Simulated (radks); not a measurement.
The numbers below are computed, except where a source is named.
The mean radii <r> (bohr) of the occupied orbitals of an atom or ion are listed with their occupations. Level of theory: Dirac Kohn-Sham, PBE, spin-unpolarised, spherical densities, finite nucleus; Fermi nuclear charge, rms radius of each element as measured or else 0.836 A^(1/3) + 0.57 fm (a radial shooting solver on a logarithmic mesh with Libxc functionals).

| orbital | occ. | <r> |
|---|---|---|
| 1s1/2 | 2 | 0.04406 |
| 2s1/2 | 2 | 0.1924 |
| 2p1/2 | 2 | 0.1652 |
| 2p3/2 | 4 | 0.1688 |
| 3s1/2 | 1 | 0.4763 |
| 4s1/2 | 1 | 0.8959 |

Name the element and its charge. Open shells, if any, fill j = l - 1/2 first.

Answer. Z = 34, selenium, charge +22: Se22+ in [Ne] 3s1 4s1. The 1s radius gives Z: for a bare nucleus <r> = (2 gamma + 1)/(2Z) with gamma = sqrt(1 - (Z/c)^2), 0.0432 bohr for Z = 34, and screening makes it slightly larger (0.04406 here). The occupations add up to 12, and the charge is Z minus that.
